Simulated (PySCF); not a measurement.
Compound: C4H8ClFSi.
Z-matrix (Å and degrees, GFN2-xTB geometry), rows numbered from 1:
```
C 
Si  1  1.8931
F   2  1.6234  1  106.88
Cl  2  2.0160  1  111.02  3  -114.65
C   2  1.8811  1  115.60  3   116.65
C   5  1.5072  2  121.27  1    87.35
C   6  1.4887  5   60.42  2  -110.90
H   1  1.0857  2  111.94  3  -179.73
H   1  1.0860  2  110.95  3   -59.18
H   1  1.0870  2  110.81  3    60.35
H   5  1.0846  2  114.19  1  -128.38
H   6  1.0795  5  117.98  7  -108.79
H   6  1.0794  5  118.15  7   108.46
H   7  1.0797  5  117.84  6   108.72
H   7  1.0791  5  118.40  6  -108.36
```

Definitions: NICS(0) = −σiso at the ring centroid; NICS(1) = −σiso and NICS(1)zz = −σzz at ±1 Å along the ring normal z. Level: GIAO PBE0/pcSseg-1 (PySCF, non-relativistic, gas phase) on the GFN2-xTB geometry, one conformer.

Ring bond lengths (Å), with Mayer bond orders in brackets: C5–C6 1.507 (0.95), C6–C7 1.489 (0.98), C7–C5 1.508 (0.95).

Give the NICS values of each ring in ppm.

```json
{"ring": "C5–C6–C7", "type": "3-membered carbocycle; formal bonds all single", "NICS(0)": "-44.8", "NICS(1), two faces": "-8.4 / -9.4", "NICS(1)zz, two faces": "-24.7 / -23.5", "rms pucker (Å)": "0.00", "centre to ring atoms, mean (Å)": "0.87"}
```

What do they say, and how far can they be read as aromaticity?

- C5–C6–C7: mean NICS(1)zz -24.1 ppm, shielded. C5, C6, C7 have four or more neighbours; no verdict on aromaticity is drawn. NICS(0) lies 36 ppm below the mean NICS(1).

Give the inner angles of the rings and the Hirshfeld charges of the ring atoms.

- C5–C6–C7: C5 59.2° (-0.140 e), C6 60.4° (-0.086 e), C7 60.4° (-0.084 e); sum 180.0° against 180° for a flat convex ring.

How shielded are the nuclei of the rings and their hydrogens (means over atoms taken as equivalent)?

| atoms | environment | σ isotropic (ppm) |
| --- | --- | --- |
| C5 | sp3 carbon bound to silicon | 183.8 |
| C6 | three-membered-ring carbon | 182.7 |
| C7 | three-membered-ring carbon | 181.1 |
| H11 | methine hydrogen | 31.56 |
| H12 | methylene hydrogen | 30.97 |
| H13 | methylene hydrogen | 31.41 |
| H14 | methylene hydrogen | 31.00 |
| H15 | methylene hydrogen | 31.43 |

Hardware: an Arm Neoverse N1 with one thread, shared host. Cost: 50 s (with the writing of density and orbital grids), 0.79 GiB resident at most. This is the whole shielding run at PBE0/pcSseg-1, SCF included.
